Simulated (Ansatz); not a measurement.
```xyz
7

B     1.127   -0.611   -1.430
Zn   -0.072    0.032    0.084
N    -1.152    0.589    1.429
H     0.994   -0.234   -2.561
H     2.020   -1.392   -1.255
H    -1.878    1.280    1.335
H    -1.040    0.336    2.397
```

Total charge 0; spin multiplicity 1.

List the PBE0/def2-TZVPP orbital energies in eV (Ansatz). (An estimate is asked.)

Computed: Occupied: -9458.63, -1152.21, -1014.55, -1014.54, -1014.47, -390.13, -184.96, -132.93, -88.75, -88.72, -88.59, -22.44, -14.73, -14.20, -14.00, -14.00, -13.95, -13.51, -12.41, -10.09, -9.59, -7.60, -6.56. Lowest empty: -2.29, -0.01, 0.35, 1.32, 1.79, 3.12, 3.20, 3.72.
